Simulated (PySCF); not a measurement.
Compound: C5H9OPSi.
SMILES: `CC(=O)C#C[Si@@H](C)P`

Computed with PySCF 2.14.0, density-fitted response routines, TDDFT CAM-B3LYP/def2-SVPD, vertical, gas phase, core orbitals frozen in the response. The structure is a single GFN2-xTB conformer in the gas phase; no vibrational or solvent corrections. Torsions of this conformer, `[CH3:1][C:2](=[O:3])[C:4]#[C:5][Si@@H:6]([CH3:7])[PH2:8]`: H–P8–Si6–C5 48°, H–P8–Si6–C5 -45°.

Computed states:

```csv
state,E (eV),f
S1,4.01,0.0002
S2,4.80,0.010
S3,5.38,0.249
S4,6.28,0.077
S5,6.34,0.025
S6,6.62,0.011
S7,6.82,0.012
S8,7.17,0.016
```

Each state is given a Gaussian of 0.4 eV full width at half maximum, with ε(max) = 2.175×10⁸ f / Δν̃ (Δν̃ the width in cm⁻¹). The cross-section is σ = 3.8235×10⁻²¹ ε cm², given in Mb (10⁻¹⁸ cm²). The width is an assumption, not a result. The curve ends short of the highest state used, and states not computed would add to its high-energy end.

Task: Give the broadened spectrum and its maxima.

Result: 
(λ (nm), σ (Mb)): (188.6, 10.52), (192.7, 20.03), (196.7, 26.23), (200.8, 20.63), (204.9, 9.80), (209.0, 3.24), (213.1, 2.79), (217.1, 9.38), (221.2, 26.08), (225.3, 48.77), (229.4, 63.42), (233.4, 59.78), (237.5, 42.16), (241.6, 23.08), (245.7, 10.58), (249.8, 5.00), (253.8, 3.34), (257.9, 2.93), (262.0, 2.55), (266.1, 1.94), (270.2, 1.26), (274.2, 0.72), (278.3, 0.35), (282.4, 0.16), (286.5, 0.07), (290.6, 0.04), (294.6, 0.03), (298.7, 0.04), (302.8, 0.05), (306.9, 0.05), (311.0, 0.05), (315.0, 0.05), (319.1, 0.04), (323.2, 0.03), (327.3, 0.02), (331.4, 0.02), (335.4, 0.01), (339.5, 0.01), (343.6, 0.00), (347.7, 0.00), (351.7, 0.00), (355.8, 0.00), (359.9, 0.00), (364.0, 0.00)

Maxima: 309 nm (4.01 eV), ε about 13, made up of S1 (100%); 231 nm (5.38 eV), ε about 17000, made up of S3 (100%); 197 nm (6.30 eV), ε about 6900, made up of S4 (74%) and S5 (24%) (ε in L mol⁻¹ cm⁻¹; maxima over ε = 5, shares over 10%).

Task: What would ε be at 5.38 eV, the highest of these maxima, with half the width (0.2 eV)?

Result: About 33600 L mol⁻¹ cm⁻¹ against 16800, a factor of about 2.00; a lone state at its own centre would give exactly 2.

Task: Coming from long wavelengths, where does ε first pass 100 L mol⁻¹ cm⁻¹?

Result: At about 278 nm (4.46 eV), 0.46 eV above S1.

Task: On this curve, what absorbance would a 10⁻⁵ mol/L sample give at 308 nm over a 1 cm path?

Result: 308 nm is 4.025 eV, where ε is about 13 L mol⁻¹ cm⁻¹, so A = ε c l ≈ 0.00013 (Beer–Lambert, with the gas-phase spectrum and the assumed width).
